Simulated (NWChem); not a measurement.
**Plane-wave run on Na2S (fluorite type)**

```xyz
3
Lattice="0.0000 3.2120 3.2120 3.2120 0.0000 3.2120 3.2120 3.2120 0.0000" Properties=species:S:1:pos:R:3 pbc="T T T"
S      0.0000     0.0000     0.0000
Na     1.6060     1.6060     1.6060
Na     4.8180     4.8180     4.8180
```

Everything below was run with NWChem. Origin of the cell: lattice set by a structure generator, not relaxed at this level; this structure type may not be the compound's usual one.

Norm-conserving pseudopotentials with valence charges S 6, Na 1, fixed occupations, no spin-orbit coupling, density cut at twice the wavefunction cutoff.

Level: revPBE, Troullier-Martins, cutoff 30 Ha, density from a 4×4×4 mesh. Bands run along Γ–X–U|K–Γ–L–W–X with k in units of the cell's reciprocal vectors.

Q: Give the band energies at the labelled points, in eV from the valence-band top.

A: 
| point | k | band 1 | band 2 | band 3 | band 4 | band 5 | band 6 |
|---|---|---|---|---|---|---|---|
| Γ | 0.000 0.000 0.000 | -10.22 | 0.00 | 0.00 | 0.00 | 2.77 | 8.05 |
| X | 0.500 0.000 0.500 | -9.87 | -1.50 | -0.47 | -0.47 | 3.91 | 6.35 |
| U | 0.625 0.250 0.625 | -9.88 | -1.25 | -0.95 | -0.36 | 4.63 | 6.79 |
| K | 0.375 0.375 0.750 | -9.88 | -1.25 | -0.95 | -0.36 | 4.63 | 6.79 |
| L | 0.500 0.500 0.500 | -9.95 | -1.69 | -0.13 | -0.13 | 5.20 | 6.62 |
| W | 0.500 0.250 0.750 | -9.87 | -1.03 | -1.03 | -0.60 | 4.87 | 7.63 |
Bands up to 4 are filled.
